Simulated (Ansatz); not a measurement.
**Question.** Name a neutral molecule of Al, C, O and H with HOMO–LUMO gap (PBE/def2-TZVPP) between 3.45 and 3.75 eV and HOMO–LUMO gap (PBE0/def2-TZVPP) between 5.50 and 5.80 eV (Ansatz, PBE0-D4/def2-TZVP geometry).

**Answer.** `[CH3][Al]1[CH2][O]1` (3.52 eV, 5.53 eV); `C#C[CH2][AlH][CH2]O` (3.67 eV, 5.61 eV). Other molecules can fit too; these were computed, each in one conformer that needn't be the lowest.
